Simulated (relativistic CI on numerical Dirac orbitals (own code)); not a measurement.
**Ni²⁺: 2p photoemission**

Computed with this model: Dirac-Coulomb-Breit CI, KLI orbitals optimised for each configuration, a model potential for QED, valence Slater integrals scaled by 0.7, multiplet model of photoemission in the sudden approximation; configurations [Ar] 3d8 → [He] 2s2 2p5 3s2 3p6 3d8; 300 K; Lorentzian 0.5 eV and Gaussian 0.6 eV FWHM. Energies are those of the free ion, without screening or charge transfer. The energies are binding energies and can lie tens of eV above those of solids. S is read from ⟨S²⟩ = S(S + 1).

Field parameters in Wybourne normalisation: D3d B²₀ = −7Dσ, B⁴₀ = −14Dq − 21Dτ, B⁴₃ = −14√(10/7) Dq; Oh B⁴₀ = 21Dq, B⁴₄ = √(5/14) B⁴₀; Td as Oh with Dq negative (B⁴₀ = 21Dq, B⁴₄ = √(5/14) B⁴₀). The field is a parameter set, without covalency.

Peaks in eV (height, largest 100): 888.4 (83), 890.2 (72), 892.6 (40), 907.8 (100), 909.7 (9).

(1) Which surroundings give this spectrum?
A. Td, 10Dq = -8600 cm⁻¹
B. Td, 10Dq = -2500 cm⁻¹
C. Td, 10Dq = -6900 cm⁻¹
D. free ion

Results:

(1) D. free ion, where the ground state has S = 1.00.
